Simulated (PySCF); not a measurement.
Al(Br)(OMe)(NH2) (CH₅AlBrNO), SMILES C[O][Al]([Br])[NH2]. Geometry optimised at PBE0-D3(BJ)/def2-SVP. The structure was generated by enumeration; whether it is a known compound was not checked. Other conformers were not sampled.

Computed equilibrium geometry at PBE0-D3(BJ)/def2-SVP (PySCF confirms it by a frequency run) as bond lengths and angles, and its point group (one conformer of several):
point group Cs.
Atoms: Al1 Br2 O3 C4 H5 H6 H7 N8 H9 H10. Bonded distances (Å): Al1–Br2 2.256, Al1–O3 1.687, Al1–N8 1.755, O3–C4 1.389, C4–H5 1.104, C4–H6 1.106, C4–H7 1.104, N8–H9 1.013, N8–H10 1.013. Bond angles (°): Br2–Al1–O3 119.9, Br2–Al1–N8 119.8, O3–Al1–N8 120.3, Al1–O3–C4 138.7, O3–C4–H5 110.6, O3–C4–H6 112.8, O3–C4–H7 110.6, H5–C4–H6 107.6, H5–C4–H7 107.4, H6–C4–H7 107.6, Al1–N8–H9 124.6, Al1–N8–H10 124.5, H9–N8–H10 110.9.
